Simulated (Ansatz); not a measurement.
Sn5Cl4⁺. Charge 1, multiplicity 2. Geometry PBE-D4/def2-SVP; atoms count from 1.

```xyz
9

Sn    2.6007    1.5212    2.1675
Sn   -1.1268    0.7111    1.3191
Sn    0.0534    0.7749   -3.1127
Sn    1.4271    0.8368   -0.4072
Sn    0.3938   -2.0620   -0.1713
Cl   -1.9162   -1.7819    0.9645
Cl   -0.6090   -1.7266   -2.5754
Cl   -1.6381    1.6973   -1.4288
Cl    0.8150    0.0292    3.2443
```

In the def2 sets Sn takes a core potential; there is no spin–orbit coupling. The structure comes from a short search, and lower isomers may exist.

(1) Estimate the Mulliken populations from the PBE0/def2-SVP orbitals of Ansatz.

(2) Where does the spin sit?

(3) And the Mayer bond orders between heavy atoms (over 0.3)?

Results:

(1) 
```json
{"atom": "Sn1", "charge (e)": "0.59", "spin (α − β)": "0.33"}
{"atom": "Sn2", "charge (e)": "0.61", "spin (α − β)": "0.05"}
{"atom": "Sn3", "charge (e)": "0.74", "spin (α − β)": "-0.01"}
{"atom": "Sn4", "charge (e)": "-0.34", "spin (α − β)": "0.49"}
{"atom": "Sn5", "charge (e)": "0.63", "spin (α − β)": "0.06"}
{"atom": "Cl6", "charge (e)": "-0.27", "spin (α − β)": "0.02"}
{"atom": "Cl7", "charge (e)": "-0.31", "spin (α − β)": "0.00"}
{"atom": "Cl8", "charge (e)": "-0.34", "spin (α − β)": "0.04"}
{"atom": "Cl9", "charge (e)": "-0.32", "spin (α − β)": "0.01"}
```
Mulliken values depend strongly on the basis.

(2) Summed by element: Sn 0.93, Cl 0.07, of 1 unpaired in all. Largest on single atoms: Sn4 0.49, Sn1 0.33, Sn5 0.06.

(3) Sn1–Sn4 0.98 (2.91 Å); Sn1–Cl9 0.68 (2.56 Å); Sn2–Sn4 0.60 (3.09 Å); Sn2–Cl6 0.55 (2.64 Å); Sn2–Cl9 0.36 (2.82 Å); Sn3–Sn4 0.62 (3.03 Å); Sn3–Cl7 0.54 (2.64 Å); Sn3–Cl8 0.66 (2.56 Å); Sn4–Sn5 0.62 (3.09 Å); Sn5–Cl6 0.60 (2.59 Å); Sn5–Cl7 0.56 (2.63 Å).
